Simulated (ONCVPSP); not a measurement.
# Potentials for Fe compared

Generated with ld1.x 7.5 (TM, RRKJ, ultrasoft, PAW), atompaw 4.2 or ONCVPSP 4.0.1. The cutoff is in Ry: for ld1.x and atompaw files where the sum of valence levels is converged to 10 mRy in a Bessel basis, for ONCV files where the hardest occupied wave has 1 mHa per electron of residual kinetic energy. The error is the largest all-electron minus pseudo excitation energy over each file’s own four to seven test configurations (ionisations up to +4, promotions, holes and added fractions of an electron), all of which were solved. The labels leave out finer settings (local radius, basis sizes, second energies), which also bear on the numbers. Spin-polarised tests are not counted. The rows are a selection from randomly drawn settings: files with unsolved tests, undetermined cutoffs or missed reference levels are left out.

A true bound ghost makes a file unfit for plane-wave use even where its test errors are small: the radial tests pick states by their node count and pass the ghost by.

| potential | cutoff (Ry) | largest error (meV) | bound ghosts |
| --- | --- | --- | --- |
| ONCV, PBE, fully relativistic, rc 1.20/0.85/1.90/1.80 (spdf), local smoothed, core correction no, reference 3s2 3p6 3d6 4s2, qcut 10.1/7.8/8.1/5.4, projectors 2/1/1/2 | 74 | +149 | none |
| ONCV, PBE, scalar-relativistic, rc 1.95/1.80/1.25 (spd), local smoothed, core correction no, reference 3p6 3d6 4s1.5 4p0.5, qcut 4/6.7/9.8, projectors 2/2/2 | 96 | -26 | s |
| ONCV, PBE, scalar-relativistic, rc 1.20/1.35/1.05/1.45 (spdf), local smoothed, core correction yes, reference 3s2 3p6 3d6, qcut 10.3/12.9/13.2/7.7, projectors 2/2/2/3 | 146 | -67 | none |
| ONCV, LDA (Perdew-Zunger), scalar-relativistic, rc 1.50/1.55/1.05 (spd), local smoothed, core correction yes, reference 3s2 3p6 3d6 4s1 4p1, qcut 9.3/7.5/17.2, projectors 2/2/3 | 189 | +62 | none |
| ONCV, BLYP, scalar-relativistic, rc 1.30/1.20/1.65 (spd), local smoothed, core correction yes, reference 3s2 3p6 3d6 4s2, qcut 7.8/8.9/9.8, projectors 2/2/2 | 80 | +37 | none |
| ONCV, PBE, scalar-relativistic, rc 0.80/1.25/1.25/1.05 (spdf), local smoothed, core correction yes, reference 3s2 3p6 3d6, qcut 9.6/9.7/9.9/12.2, projectors 2/2/2/3 | 288 | +30 | none |
| ONCV, PBE, scalar-relativistic, rc 1.25/1.45/1.05 (spd), local smoothed, core correction no, reference 3s2 3p6 3d6 4s1 4p1, qcut 12.8/10.2/14.6, projectors 3/2/2 | 163 | -0.5 | none |
| ONCV, PBE, scalar-relativistic, rc 1.10/0.80/1.05 (spd), local smoothed, core correction yes, reference 3s2 3p6 3d5, qcut 12.2/8.9/14.2, projectors 2/3/2 | 155 | +22 | none |

(1) Fill in the row for Fe: ONCV, PBE, scalar-relativistic, rc 1.20/1.10/1.60/1.35 (spdf), local smoothed, core correction no, reference 3s2 3p6 3d6.5 4s1.5, qcut 7.6/13.8/7.9/8, projectors 2/1/2/3.

Answers

(1) cutoff 85 Ry, largest error -378 meV, bound ghosts: none.
